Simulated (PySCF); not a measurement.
## Assigning NMR signals

Cartesian coordinates in Å; atom numbers follow the order of the lines, from 1:
```xyz
22

Si    3.087    0.927   -1.073
Si    2.159   -1.226   -1.241
O     1.420   -1.663    0.183
Si    0.328   -1.070    1.293
C    -1.280   -0.617    0.451
C    -2.366    0.131    1.270
C    -2.632    1.023    0.044
C    -1.276    0.581   -0.537
H     4.083    0.988    0.041
H     2.020    1.942   -0.808
H     3.775    1.286   -2.354
H     1.172   -1.250   -2.368
H     3.229   -2.224   -1.540
H     0.139   -2.114    2.342
H     0.894    0.169    1.922
H    -1.711   -1.509   -0.034
H    -3.201   -0.467    1.665
H    -1.933    0.705    2.107
H    -2.791    2.099    0.216
H    -3.470    0.640   -0.557
H    -0.477    1.306   -0.307
H    -1.226    0.349   -1.611
```

Theoretical values (PySCF 2.14.0 with density-fitted response routines): HF/pcSseg-1 with gauge-including orbitals, geometry: PBE0-D3(BJ)/def2-SVP. No relativistic terms, averaged over atoms made equivalent by symmetry, fast rotation or ring inversion, gas phase, one conformer.

Scale: TMS for 13C (σ = 190.85 ppm), 1H (σ = 31.69 ppm) (reference shieldings calculated alike).

Q: Assign these signals to the numbered atoms. 13C{1H} NMR (computed): δ 23.1 (CH2), 21.0 (CH2), 17.0 (CH).

A: 
| δ (ppm) | atoms | environment | reason |
| --- | --- | --- | --- |
| 23.1 | C7 | sp3 CH2 in a ring | a saturated carbon with 2 carbon neighbours and no heteroatom attached |
| 21.0 | C6/C8 | sp3 CH2 in a ring | – |
| 17.0 | C5 | sp3 CH bonded to Si | – |

Q: Assign these signals to the numbered atoms. 1H NMR (400 MHz, computed): δ 4.71 (q, 2H), 4.24 (d, 2H), 3.36 (t, 3H), 2.24 (m, 1H), 1.83 (m, 1H), 1.77 (m, 2H), 1.71 (m, 2H), 1.68 (m, 1H).

A: 
| δ (ppm) | atoms | environment | reason |
| --- | --- | --- | --- |
| 4.71 | H12/H13 | hydrogen on a silicon bonded to O, Si | – |
| 4.24 | H14/H15 | hydrogen on a silicon bonded to C, O | – |
| 3.36 | H9/H10/H11 | hydrogen on a silicon bonded to Si | – |
| 2.24 | H20 | hydrogen on an sp3 CH2 in a ring | – |
| 1.83 | H19 | hydrogen on an sp3 CH2 in a ring | far from electronegative atoms and π systems |
| 1.77 | H18/H21 | hydrogen on an sp3 CH2 in a ring | – |
| 1.71 | H17/H22 | hydrogen on an sp3 CH2 in a ring | – |
| 1.68 | H16 | hydrogen on an sp3 CH bonded to Si | – |

H19 and H18/H21; H18/H21 and H17/H22; H17/H22 and H16 lie closer than the usual error of such a calculation, so a measured spectrum could show them in the other order.

Shifts are as computed. Against solution values, carbons near 30 ppm lie about -0 ppm off and those near 130 ppm about +7 ppm. Of 1211 compounds with measured shifts, 218 miss one by over three times the rms of a fit or turn the order of signals round; such compounds aren't used in these exercises. Multiplicities follow the n + 1 count of equivalent neighbours, as no J values were calculated; m marks all less simple cases, F and P coupling included.
